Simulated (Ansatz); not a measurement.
A nudged elastic band was laid between two geometries of Cl$_{2}$GeH$_{2}$ (5 atoms, charge 0, multiplicity 1).

Method: UHF/def2-SVP in Ansatz 0.2.0.

- movable images: 7
- climbing image: yes
- spring: 5.0 eV/Å²
- optimiser: quadratic models (default)
- start path: through a guess of the saddle point
- force threshold: 0.03 eV/Å
- iteration limit: 60
- end points: relaxed

Initial state:

```xyz
5
Properties=species:S:1:pos:R:3
Ge 0.106 -0.102 -0.100
H -0.422 -1.287 -0.890
H 1.598 0.147 -0.229
Cl -0.348 -0.423 1.980
Cl -0.933 1.665 -0.760
```

Final state:

```xyz
5
Properties=species:S:1:pos:R:3
Ge -1.791 0.484 0.470
H 1.643 -1.718 -1.325
H 1.556 -1.438 -0.638
Cl -0.068 0.188 1.798
Cl -1.340 2.483 -0.305
```

(1) What changes between the two ends?

(2) Give the energies along the band, and the barrier.

The band took 60 iterations and of the order of 14 core-minutes.

Answers

(1) Bonds broken: Ge1–H2, Ge1–H3. Bonds formed: H2–H3. Cl2GeH2 becomes Cl2Ge + H2.

(2) It did not converge within its limit. The highest image is number 1 of 0 to 8, 80.8 kcal/mol above the first end and 59.3 kcal/mol above the last; the last end lies 21.5 kcal/mol above the first. The band didn't meet its force threshold, so its energies are provisional: the largest band force was still 0.21 eV/Å, and over the last iterations the top stayed at 3.50 eV. The orbitals stay closed-shell, which can raise the energy where a bond breaks towards radicals; this wasn't checked here.

```tsv
image	path coordinate (Å)	energy (kcal/mol)	Ge1–H2 (Å)	Ge1–H3 (Å)	H2–H3 (Å)
0	0.00	0.0	1.52	1.52	2.56
1	1.00	80.8	1.53	1.95	1.80
2	2.04	70.0	1.54	3.28	2.65
3	3.08	69.4	1.53	4.43	3.69
4	4.11	69.5	1.53	4.07	2.79
5	5.15	69.8	1.53	3.66	2.61
6	6.17	68.5	2.13	3.11	1.18
7	7.19	21.7	3.39	3.40	0.75
8	8.21	21.5	4.46	4.02	0.75
```

The run took 7.7 min on 2 threads of AMD EPYC 7B13 (Zen 3), on a shared host, peak memory 0.34 GiB.
